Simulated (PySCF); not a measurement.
A side-by-side comparison of computed properties.

First species: C₂H₉PSi₂.
Cartesian coordinates in Å at the PBE0-D3(BJ)/def2-SVP level; atoms count from 1:
```
atom  x, y, z in Å
C1     0.3809   -1.2438    0.2677
C2    -0.8996   -0.8134   -0.4596
Si3   -1.4236    0.8854    0.2010
P4     0.5008    2.0811    0.4089
Si5    1.6813    0.1391    0.1842
H6     0.7917   -2.1860   -0.1332
H7     0.1699   -1.4302    1.3361
H8    -0.7171   -0.7175   -1.5445
H9    -1.7102   -1.5525   -0.3400
H10   -2.0154    0.7302    1.5666
H11   -2.4054    1.5945   -0.6749
H12    0.5570    2.3737   -0.9899
H13    2.3885    0.1401   -1.1347
H14    2.6997   -0.0017    1.2680
```

Second species: 1-(4-fluorophenyl)propan-1-ol, C9H11FO.
Geometry (PBE0-D3(BJ)/def2-SVP, Å), atoms numbered from 1 in this order:
```xyz
22
C9H11FO angstrom
C     -2.4289   -0.0002    0.8751
C     -1.9746   -0.8191   -0.3190
C     -0.9206   -0.1360   -1.1852
O     -0.7199   -0.9718   -2.2997
C      0.3686    0.1140   -0.4329
C      0.6465    1.3551    0.1457
C      1.8137    1.5621    0.8777
C      2.7090    0.5100    1.0214
F      3.8297    0.6995    1.7165
C      2.4670   -0.7343    0.4501
C      1.2943   -0.9240   -0.2740
H     -1.5966    0.2101    1.5644
H     -2.8574    0.9661    0.5627
H     -3.2047   -0.5342    1.4437
H     -2.8268   -1.0525   -0.9779
H     -1.5622   -1.7877    0.0111
H     -1.3260    0.8488   -1.4999
H     -0.0392   -0.5704   -2.8512
H     -0.0622    2.1790    0.0213
H      2.0440    2.5269    1.3333
H      3.1994   -1.5335    0.5803
H      1.0871   -1.8896   -0.7412
```

Levels: B3LYP/def2-SVPD for dipole moment, HOMO energy, LUMO energy, HOMO–LUMO gap, static isotropic polarisability and electronic spatial extent ⟨r²⟩ about the centre of nuclear charge; TDDFT B3LYP/def2-SVPD for lowest singlet excitation; TDA B3LYP/def2-SVPD for lowest triplet excitation (Tamm–Dancoff); PBE0-D3(BJ)/def2-SVP for rotational constant A and rotational constant C. Geometries: PBE0-D3(BJ)/def2-SVP. Each species is one conformer at its optimised geometry, gas phase, non-relativistic unless stated; the electronic structure was computed with PySCF and density fitting.

Dipoles, sizes and rotational constants follow the conformer. The torsions of the flexible species, by atom-mapped SMILES:
- `[CH3:1][CH2:2][C@H:3]([OH:4])[c:5]1[cH:6][cH:7][c:8]([F:9])[cH:10][cH:11]1`: C1–C2–C3–O4 -174°, C2–C3–C5–C6 -97°, H–O4–C3–C2 -179°

```tsv
property	column X	column Y
dipole moment	1.77 D	1.18 D
HOMO energy	-7.01 eV	-6.88 eV
LUMO energy	-0.53 eV	-0.85 eV
HOMO–LUMO gap	6.48 eV	6.03 eV
lowest singlet excitation	5.47 eV	5.17 eV
lowest triplet excitation (Tamm–Dancoff)	5.07 eV	4.08 eV
static isotropic polarisability	104.7 au	110.1 au
electronic spatial extent ⟨r²⟩ about the centre of nuclear charge	879 bohr²	2035 bohr²
rotational constant A	2.797 GHz	2.192 GHz
rotational constant C	1.455 GHz	0.563 GHz
```

(1) Which column belongs to which species?

(2) How does each property change from the first species to the second?

Answers

(1) Column X is the first species and column Y the second. The first has 14 atoms and 64 electrons, the second 22 and 82.

(2) dipole moment -0.59 D; HOMO energy +0.13 eV; LUMO energy -0.32 eV; HOMO–LUMO gap -0.45 eV; lowest singlet excitation -0.30 eV; lowest triplet excitation (Tamm–Dancoff) -0.99 eV; static isotropic polarisability +5.4 au; electronic spatial extent ⟨r²⟩ about the centre of nuclear charge +1156 bohr²; rotational constant A -0.605 GHz; rotational constant C -0.892 GHz.

On the first: No computed singlet falls in the visible range (750 to 380 nm, 1.65 to 3.26 eV); S1 lies 2.21 eV above its blue end. S1 lies 1.01 eV below the HOMO–LUMO gap; its leading configuration is HOMO→LUMO, weight 0.98.

On the second: The vertical singlet–triplet gap S1 − T1 is 1.09 eV (TDDFT singlet less Tamm–Dancoff triplet; S1: HOMO→LUMO, weight 0.74; T1: HOMO→LUMO+1, weight 0.61, beside HOMO−1→LUMO, weight 0.33). No computed singlet falls in the visible range (750 to 380 nm, 1.65 to 3.26 eV); S1 lies 1.91 eV above its blue end.
